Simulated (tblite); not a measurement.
Compound: C2H10FNSi2.
SMILES with atom numbers: `[CH3:1][N:2]([SiH3:3])[Si@H:4]([CH3:5])[F:6]` (hydrogens: H7, H8, H9 on C1; H10, H11, H12 on Si3; H13 on Si4; H14, H15, H16 on C5)

A start from a force field or distance geometry was refined with GFN2-xTB geometry optimisation, gas phase (tblite). Values at the start:

| coordinate | start |
| --- | --- |
| C1–N2 | 1.429 Å |
| C1–H7 | 1.113 Å |
| N2–Si3 | 1.717 Å |
| N2–Si4 | 1.731 Å |
| Si3–H10 | 1.492 Å |
| Si3–H11 | 1.493 Å |
| Si4–C5 | 1.824 Å |
| Si4–F6 | 1.699 Å |
| Si4–H13 | 1.498 Å |
| C5–H14 | 1.112 Å |
| C1–N2–Si3 | 118.7° |
| C1–N2–Si4 | 116.0° |
| N2–Si4–C5 | 118.7° |
| N2–Si4–F6 | 108.3° |
| Si3–N2–Si4 | 120.2° |
| C5–Si4–F6 | 108.1° |
| C1–N2–Si4–C5 | -150° |

Task: How do these coordinates change at the GFN2-xTB level?

Result: 
```tsv
coordinate	GFN2-xTB (Å or °)	change
Si4–F6	1.624	-0.075
Si4–C5	1.881	+0.057
Si4–H13	1.460	-0.038
C5–H14	1.083	-0.029
Si3–H10	1.467	-0.025
C1–N2	1.454	+0.025
Si3–H11	1.470	-0.023
N2–Si3	1.740	+0.023
C1–H7	1.093	-0.020
N2–Si4	1.728	-0.003
Si3–N2–Si4	127.5	+7.3
N2–Si4–C5	114.0	-4.7
C1–N2–Si3	115.7	-3.0
C5–Si4–F6	106.9	-1.2
C1–N2–Si4	115.1	-0.9
N2–Si4–F6	108.4	+0.1
C1–N2–Si4–C5	177	-33
```

The energy falls by 55.3 kJ/mol over 138 L-BFGS steps, the largest force on an atom goes from 2.36 to 0.009 eV/Å, and the atoms move by 0.444 Å rms after alignment. The bond that changes most is Si4–F6 (fluorine-bound silicon to silicon-bound fluorine), which shortens by 0.075 Å. Bonds longer at the end by more than 0.005 Å: 3 of 15; shorter: 10. Among the dihedrals that turn most is F6–Si4–C5–H14, from -125° to 177°. Rotational constants go from 2978, 1636, 1251 to 2982, 1672, 1236 MHz.

Hardware: an Arm Neoverse V1 with one thread, shared host with 32 logical CPUs at a one-minute load of 27. Cost: 0.95 s.

Its GFN2-xTB frequencies are all real (lowest 24 cm⁻¹). The numbers are those of one conformer.

These are computed values.
